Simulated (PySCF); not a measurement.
A structure optimised at PBE-D3(BJ)/def2-SVP, used in a PySCF frequency run:

```xyz
10

B     -0.3722     0.1757     0.3216
F     -1.7133     0.2931     0.4955
C      0.1629    -0.8622    -0.7261
C      1.3660    -0.7934    -1.3332
H     -0.5101    -1.6912    -1.0152
H      1.7004    -1.5328    -2.0809
H      2.0773     0.0253    -1.1212
N      0.4656     0.9990     1.0966
H      0.0992     1.6880     1.7533
H      1.4815     0.9344     1.0755
```

Problem. Write its SMILES and formula.

Solution. C=CB(N)F, C2H5BFN

Problem. What are its rotational constants (standard atomic weights)?

Solution. 8.7446, 3.6535, 2.6135 GHz
